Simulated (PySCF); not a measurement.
**Worked example: oscillator strength and radiative lifetime**

Si(CCH)(Cl)2(H) (C2H2Cl2Si), SMILES C#C[SiH](Cl)Cl.

The structure is a stationary point at B3LYP-D3(BJ)/def2-SVP.

TDA-PBE0/def2-SVPD in PySCF puts the first singlet state with f over 0.02 at 7.22 eV (vertical), with the transition dipole (-0.384, 0.114, 0.000) in atomic units.

### Question
Find the oscillator strength, the wavelength and the radiative lifetime that this transition would have in vacuum if emission retraced absorption.

### Answer

|μ|² = 0.1605 au, so |μ| = 1.02 D. ΔE = 7.22/27.211 = 0.2653 hartree. f = (2/3) ΔE |μ|² = 0.028 (the program prints 0.028).
λ = 1239.84/7.22 = 172 nm; ν = 58233 cm⁻¹.
Einstein's coefficient A = 0.6670 ν² f s⁻¹ (ν in cm⁻¹) = 6.4e7 s⁻¹, so τ = 1/A = 16 ns. This state is S6; the lower singlets have f = 0.000, 0.001, 0.001, 0.003, 0.001. The figure is the radiative limit of this one transition; relaxation, internal conversion, crossing to triplets and a medium change what is measured.
